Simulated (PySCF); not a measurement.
# Telling isomers of C5H11NSi apart by NMR

[PySCF: geometry: GFN2-xTB; σ from GIAO-PBE0/pcSseg-1; averaged over atoms made equivalent by symmetry, fast rotation or ring inversion; in vacuum; non-relativistic; single conformer]

Scale: ¹H (σ = 31.72 ppm) and ¹³C (σ = 186.93 ppm) vs TMS (reference shieldings calculated alike). Where no couplings were computed, multiplicities follow the n + 1 count of equivalent neighbours, and m marks all less simple cases (inequivalent or close neighbours, rings, F or P nearby). Shifts are as computed. Against solution values, carbons near 30 ppm lie about +3 ppm off and those near 130 ppm about +5 ppm. Of 1211 compounds with measured shifts, 218 miss one by over three times the rms of a fit or turn the order of signals round; such compounds aren't used in these exercises. OH and NH positions are gas-phase values without hydrogen bonding to other molecules.

(1) Tabulate the signals of `CC#C[SiH2]N(C)C`, `C1C[C@@H](N2CC2)[SiH2]1`, `C/N=C\[C@H]1CC[SiH2]1`, `C=C[Si@@H](N)C1CC1`, `CC#CCN(C)[SiH3]` and their relative energies.

(2) What is the quickest way to tell CC#C[SiH2]N(C)C from C/N=C\[C@H]1CC[SiH2]1?

(3) What is the quickest way to tell CC#C[SiH2]N(C)C from CC#CCN(C)[SiH3]?

(4) What is the quickest way to tell C1C[C@@H](N2CC2)[SiH2]1 from CC#CCN(C)[SiH3]?

Answers

(1) 
```tsv
SMILES	carbon types	δC	δH	E rel. (kcal/mol)
CC#C[SiH2]N(C)C	2×C 3×CH3	112.5, 84.2, 40.7, 6.0	4.90 (s, 2H), 2.66 (s, 6H), 2.10 (s, 3H)	17.2
C1C[C@@H](N2CC2)[SiH2]1	1×CH 4×CH2	62.4, 32.2, 25.7, 1.6	4.66 (m, 1H), 4.26 (m, 1H), 4.18 (m, 1H), 2.88 (m, 1H), 2.26 (m, 1H), 1.31 (m, 2H), 1.13 (m, 1H), 1.01 (m, 1H), 0.97 (m, 2H)	35.0
C/N=C\[C@H]1CC[SiH2]1	2×CH 2×CH2 1×CH3	177.9, 41.2, 31.0, 28.1, 7.9	8.04 (d, 1H), 5.11 (m, 1H), 4.67 (m, 1H), 3.18 (s, 3H), 2.73 (m, 1H), 2.64 (m, 1H), 2.54 (m, 1H), 1.60 (m, 1H), 1.55 (m, 1H)	19.4
C=C[Si@@H](N)C1CC1	2×CH 3×CH2	142.7, 141.1, 4.4, 1.2, -1.6	6.52 (m, 1H), 6.40 (m, 1H), 6.01 (m, 1H), 5.36 (m, 1H), 0.61 (m, 1H), 0.58 (m, 1H), 0.45 (m, 1H), 0.24 (br s, 2H), 0.08 (m, 1H), -0.34 (m, 1H)	0.0
CC#CCN(C)[SiH3]	2×C 1×CH2 2×CH3	86.5, 83.4, 45.9, 39.5, 4.7	4.60 (s, 3H), 3.63 (s, 2H), 2.70 (s, 3H), 2.03 (s, 3H)	31.6
```

Energies are electronic energies at PBE0/pcSseg-1 on these geometries, without zero-point or thermal terms, each for the one conformer computed, which needn't be the lowest.

(2) Count the carbon signals: 4 against 5. The first has an alkyne carbon (C) at 112.5 ppm, the second a C=N carbon (CH) at 177.9 ppm. In the proton spectra the most deshielded non-exchanging signals are 4.90 (s, 2H) and 8.04 (d, 1H).

(3) Count the carbon signals: 4 against 5. The first has an alkyne carbon (C) at 112.5 ppm, the second a propargylic sp3 CH2 bonded to N at 45.9 ppm. Their most deshielded carbons lie at 112.5 and 86.5 ppm.

(4) Count the carbon signals: 4 against 5. The first has an sp3 CH bonded to N and Si at 62.4 ppm, the second an alkyne carbon (C) at 86.5 ppm.
